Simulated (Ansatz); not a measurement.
Gas-phase reaction R1 → P1 + P2, each structure at its B3LYP-D3(BJ)/def2-TZVP stationary point, reached from a drawn start (curvature not checked).
P1: H atom, charge 0, multiplicity 2.
R1, H2Zn (SMILES [ZnH2]) (charge 0, multiplicity 1):
```xyz
3

H      0.0000     0.0000    -1.5440
Zn     0.0000     0.0000     0.0000
H      0.0000     0.0000     1.5440
```
P2, HZn (SMILES [ZnH]) (charge 0, multiplicity 2):
| atom | x (Å) | y (Å) | z (Å) |
|---|---|---|---|
| Zn | 0.0000 | 0.0000 | -0.8164 |
| H | 0.0000 | 0.0000 | 0.8164 |

P less R. No zero-point or thermal terms; singlets are restricted closed shells; open shells are unrestricted; no spin–orbit coupling. The spin states of the d-block species are the ones drawn and need not be the lowest.

Correlated levels freeze the cores.

Run with Ansatz (Gaussian orbitals). Each number belongs to the level named beside it.

**Question.** What is the computed reaction energy (CCSD(T)/def2-QZVPP)?

**Answer.** 3.54 eV

**Question.** Estimate the reaction energy that B2PLYP/def2-TZVPP returns for this input.

**Answer.** 3.49 eV

**Question.** Give the reaction energy at the level CCSD/def2-SVP.

**Answer.** 3.41 eV

Ansatz is a quantum-chemistry and plane-wave program.
